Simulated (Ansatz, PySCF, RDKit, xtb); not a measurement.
Noncovalent pair: HF (SMILES F) (first 2 atoms) with HCl (SMILES Cl); geometry from B3LYP-D3(BJ)/def2-TZVP, rigid monomers moved along the line of their centres of mass till H2···Cl3 is 3.20 Å.
(charge 0, multiplicity 1):
```xyz
4

F     -0.01249    -0.08389    -0.13914
H      0.15444     0.13382     0.75091
Cl    -0.04172     0.63859     3.90958
H     -1.25638     0.22118     3.89076
```

Counterpoise-corrected where a basis set is named; no monomer relaxation. RDKit's UFF carries no charges.

The values were computed with Ansatz (Gaussian basis) for Hartree–Fock, density functionals and correlated methods; PySCF for the dispersion terms; RDKit for the force fields; xtb for the GFN methods. Each number belongs to the level named beside it.

One of these levels gives -1.52 kcal/mol for the interaction energy. Which?
A) HF/aug-cc-pV(Q+d)Z
B) GFN1-xTB
C) UFF
D) r2SCAN-D3(BJ)/def2-TZVPPD

D, r2SCAN-D3(BJ)/def2-TZVPPD. The others give -0.20 (UFF), -0.65 (GFN1-xTB), -1.18 (HF/aug-cc-pV(Q+d)Z)

Ansatz is a first-principles code.
